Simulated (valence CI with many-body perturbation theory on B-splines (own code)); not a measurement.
Values are calculated unless marked as measured or tabulated.
## Basis-set convergence for Tb⁴⁴⁺

Level of theory: relativistic CI+MBPT: three valence electrons over a frozen Dirac-Fock core [Ar], a basis of 7 s, 7 p, 8 d, 6 f, 4 g, 1 h functions for each j, with the one-electron correlation potential Σ1, the two-electron term Σ2, the three-electron term Σ3, Breit, model QED; selected CI, second order for the rest, scaled by the run's own slope (own B-spline code, finite nucleus).

No measured spectrum was set against this ion. As an estimate, large intervals hold to a few tenths of a per cent, small ones and those within an open d or f shell to about a per cent. Only levels of the ground parity were solved; by the run's estimate the other parity begins above the list, which can be wrong where configurations are misplaced.

The reference run has the lowest level (3d3/2^3) J=3/2 and an ionisation energy of 3573.63 eV. Its largest variational space holds 4701 state functions.

Levels are named by their leading jj configuration (3d3/2^4 stands for four electrons in 3d with j = 3/2), which in mixed levels can hold well under half, so a name can repeat and another be missing. Letters in brackets count levels of one name in rising energy.

Changed runs:
A. basis 6 s, 6 p, 5 d, 5 f, 1 g
B. basis 5 s, 5 p, 4 d, 4 f

Excitation energies of the reference run in cm⁻¹, and shifts in cm⁻¹:

```
                    Level  Reference      A      B
(3d3/2^2 3d5/2) J=5/2 [a]     264317   -229   -378
    (3d3/2^2 3d5/2) J=3/2     310863    -47    +23
    (3d3/2^2 3d5/2) J=7/2     330438   +2.5    +88
    (3d3/2^2 3d5/2) J=9/2     335887   +101   +315
    (3d3/2^2 3d5/2) J=1/2     345737    +56   +229
(3d3/2^2 3d5/2) J=5/2 [b]     490787   +247   +545
(3d3/2 3d5/2^2) J=7/2 [a]     592063   -134   -167
    (3d3/2 3d5/2^2) J=9/2     620242    -81    -17
(3d3/2 3d5/2^2) J=3/2 [a]     655485   -2.2    +47
    (3d3/2 3d5/2^2) J=1/2     674893   +136   +394
   (3d3/2 3d5/2^2) J=11/2     687961   +188   +574
(3d3/2 3d5/2^2) J=5/2 [a]     695560   +138   +369
   Ionisation energy (eV)    3573.63  -0.07  -0.10
```
